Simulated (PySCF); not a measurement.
## VS2: one-bond stretch

Computed with UPBE0 in PySCF with V def2-SVP, S def2-SVP; no relativity; density-fitted integrals.

Rigid scan from the doublet minimum (V–S 2.019 Å (×2); S–V–S 112.6°). Coordinate: the bond from V to the last atom (S) scaled, the rest fixed. Energies in kJ/mol from the minimum.

Q: Predict the curve at 0.92, 0.96, 1.00, 1.05, 1.12, 1.20, 1.35, 1.55, 1.80, 2.20.

A: 
```csv
scale of one bond,E (kJ/mol),dipole size (D),⟨S²⟩
0.92,40.7,4.94,0.83
0.96,8.8,5.02,0.87
1.00,0.0,5.13,0.93
1.05,9.9,5.26,1.08
1.12,43.1,5.37,1.42
1.20,85.1,5.36,1.79
1.35,155.7,5.43,2.04
1.55,241.7,–,2.26
1.80,312.7,–,2.56
2.20,357.8,–,2.82
```

Spin contamination is strong at 1.05, 1.12, 1.20, 1.35, 1.55, 1.80, 2.20, so these points are less reliable.

Other spin states or occupations of the open shell can lie lower.

Other isomers or separated fragments may lie lower.
